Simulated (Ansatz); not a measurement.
Z-matrix (Å, degrees):
```
C
C 1 1.489
H 1 1.091 2 111.6
H 1 1.095 2 110.8 3 -121.2
H 1 1.095 2 110.7 3 121.0
C 2 1.334 1 125.9 3 -0.2
H 2 1.091 1 115.5 3 -180.0
Si 6 1.850 2 122.5 1 -179.5
H 6 1.091 2 118.0 1 0.4
N 8 1.721 6 110.1 2 -123.9
H 8 1.489 6 112.6 2 119.3
H 8 1.497 6 105.8 2 1.8
H 10 1.007 8 119.8 6 -157.5
H 10 1.007 8 120.3 6 57.8
```

Total charge 0; spin multiplicity 1.

Task: List the ωB97M-V/def2-TZVPP orbital energies in eV (the Gaussian-basis code of Ansatz). (Estimate.)

Result: Computed: Occupied: -1806.62, -393.82, -281.79, -281.34, -280.85, -147.64, -101.77, -101.75, -101.75, -26.23, -24.88, -21.94, -18.26, -17.21, -16.07, -14.66, -14.45, -14.18, -13.18, -12.57, -11.71, -11.03, -9.78, -9.52. Lowest empty: 1.74, 2.74, 2.90, 3.38, 3.69, 4.00, 4.10, 4.53.
